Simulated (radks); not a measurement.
Spin polarisation of the 3d4 shell in the chromium ion Cr2+. Start: [Ar] 3d(up 2, down 2); electrons of 3d are moved from spin down to spin up, other shells keep equal spins. Method: scalar-relativistic Kohn-Sham, LDA (Slater exchange, Perdew-Wang correlation), spin-polarised, spherical densities, finite nucleus; Fermi nuclear charge, rms radius of each element as measured or else 0.836 A^(1/3) + 0.57 fm; computed with a radial shooting solver on a logarithmic mesh with Libxc functionals.

| moment (Bohr magnetons) | E - E(0) (eV) | e(3d up) (eV) | e(3d down) (eV) | 3p down minus up (eV) |
|---|---|---|---|---|
| 0 | 0.000 | -23.144 | -23.144 | 0.000 |
| 1 | -0.219 | -23.548 | -22.671 | 0.962 |
| 2 | -0.877 | -23.884 | -22.127 | 1.926 |
| 3 | -1.977 | -24.152 | -21.507 | 2.893 |
| 4 | -3.523 | -24.350 | -20.806 | 3.866 |

At moment 4 the spin-polarisation energy is -3.523 eV and the 3d exchange splitting 3.544 eV, that is 0.886 eV per Bohr magneton; E = -I m^2/4 would give I = 0.881 eV.
